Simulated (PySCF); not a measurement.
Be(I)(SiH3) (BeH₃ISi), SMILES [I][Be][SiH3]. Atoms are numbered in the order given.

```xyz
6

Be     0.0000     0.0000     1.0348
I      0.0000     0.0000    -1.1377
Si     0.0000     0.0000     3.2065
H     -1.1968    -0.6910     3.7558
H      0.0000     1.3819     3.7558
H      1.1968    -0.6910     3.7558
```
Charge 0, spin multiplicity 1.

The structure is a stationary point at B3LYP-D3(BJ)/def2-TZVP. The def2 effective core potentials stand for the cores of I; spin–orbit coupling is left out.

Computed with PySCF with IEF-PCM-PBE0/def2-SVP.

The values are the electrostatic part of the solvation free energy, E(continuum) − E(gas) at the gas-phase geometry, in a cavity of scaled van der Waals radii (PySCF's table); cavitation and dispersion terms are not included. A continuum can't describe solvent molecules that bind to the metal. In vacuum the orbital gap is 6.64 eV. The dipole moment in vacuum is 0.21 D.

Computed values in water (ε = 78.36), tetrahydrofuran (ε = 7.43), diethylether (ε = 4.24):
| solvent | ε | ΔG(elec) (kcal/mol) | dipole (D) | gap (eV) |
|---|---|---|---|---|
| water | 78.36 | -3.4 | 0.06 | 6.89 |
| tetrahydrofuran | 7.43 | -2.7 | 0.10 | 6.84 |
| diethylether | 4.24 | -2.2 | 0.12 | 6.81 |
